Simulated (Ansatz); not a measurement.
The cluster GaN2⁻. Charge -1, multiplicity 3. Geometry r2SCAN-D4/def2-TZVPD; atoms count from 1.

```csv
atom,x (Å),y (Å),z (Å)
Ga1,1.185,1.216,-0.801
N2,-0.714,-0.229,0.796
N3,-0.471,-0.987,0.005
```

The highest occupied level of the charge -1 triplet lies above zero (up to 1.56 eV). It is a level of α spin, whose loss leaves a doublet; that state wasn't run at this geometry and level. The electron is either unbound and held by the finite basis, or the level is raised by self-interaction error. In the triplet geometry the species has come apart into loosely held pieces. The structure comes from a short search, and lower isomers may exist.

Q: Estimate the Mulliken populations from the PBE0/def2-TZVPD orbitals of Ansatz.

A: 
```
atom  charge (e)  spin (α − β)
 Ga1       -0.74          1.71
  N2       -0.13          0.15
  N3       -0.13          0.15
```
Mulliken values and Mayer orders depend strongly on the basis. With diffuse functions, as here, like atoms can get unlike values, and bond orders can come out too low or too high.

Q: Where does the spin sit?

A: Summed by element: Ga 1.71, N 0.29, of 2 unpaired in all. Largest on single atoms: Ga1 1.71, N2 0.15, N3 0.15.

Q: And the Mayer bond orders between bonded heavy atoms (over 0.3)?

A: N2–N3 2.42 (1.12 Å).
